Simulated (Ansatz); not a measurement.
Total energies of C$_{2}$H$_{8}$B$_{2}$O, SMILES `BCB(C)O`.

```xyz
13

B     0.045   -1.573   -1.035
C    -0.885   -0.447   -0.550
B    -0.048    0.298    0.592
C     0.700    1.645    0.326
O     0.037   -0.243    1.838
H     0.822   -1.396   -1.929
H     0.064   -2.634   -0.474
H    -1.799   -0.833   -0.085
H    -1.121    0.283   -1.326
H     1.326    1.957    1.163
H    -0.027    2.441    0.127
H     1.318    1.579   -0.576
H    -0.432   -1.077    1.929
```

Total charge 0; spin multiplicity 1. Geometry: relaxed with PBE0-D4/def2-TZVP. It is one conformer, not always the lowest. Basis def2-TZVPP, the Gaussian-basis code of Ansatz.

RPA on PBE orbitals: Hartree–Fock energy of these orbitals -204.71468 Eh, correlation -1.33969 Eh (frozen core).

```tsv
functional	energy without D4 (Eh)	D4 term (kJ/mol)
LDA (SPW92)	-204.18993	–
PBE	-205.79224	-21.6
revPBE	-206.01204	-71.1
BLYP	-205.98760	-47.9
r2SCAN	-205.95713	-5.6
B97M-V	-206.08674	–
PBE0	-205.82574	-18.2
B3LYP	-206.10150	-34.4
r2SCANh	-205.94987	-5.8
r2SCAN0	-205.93992	-6.4
HSE06 (plane-wave form)	-205.81318	-16.8
BHLYP	-205.97154	-24.3
CAM-B3LYP	-205.97587	-18.2
LC-ωPBE	-205.94706	–
ωB97X-V	-206.02351	–
ωB97M-V	-205.98030	–
B2PLYP	-205.90114	–
PBE-QIDH	-205.79854	–
```

B3LYP takes the VWN-RPA correlation (the form of Gaussian; ORCA's B3LYP/G). HSE06 is the plane-wave form, built on full-range PBE exchange. The double hybrids freeze the cores in their second-order part.

LC-ωPBE has ω = 0.4 bohr⁻¹.
